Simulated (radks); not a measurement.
The numbers below are computed, except where a source is named.
Task: All-electron atom: K5+ in [Ne] 3s2 3p2. Level of theory: Dirac Kohn-Sham, PBE, spin-unpolarised, spherical densities, point nucleus; open shells fill j = l - 1/2 first (a radial shooting solver on a logarithmic mesh with Libxc functionals). Some entries of the table are withheld. Estimate them.

orbital  occ.  eigenvalue (eV)  <1/r> (bohr^-1)
1s1/2       2        -3612.106            18.72
2s1/2       2        -439.4004            3.821
2p1/2       2        -368.5743              (1)
2p3/2       4        -365.6499              (2)
3s1/2       2        -107.5134            1.231
3p1/2       2              (3)              (4)
3p3/2       0              (5)              (6)

Result: 
(1) 2p1/2 <1/r> (bohr^-1): 3.743
(2) 2p3/2 <1/r> (bohr^-1): 3.708
(3) 3p1/2 eigenvalue (eV): -89.2898
(4) 3p1/2 <1/r> (bohr^-1): 1.144
(5) 3p3/2 eigenvalue (eV): -88.8955
(6) 3p3/2 <1/r> (bohr^-1): 1.138
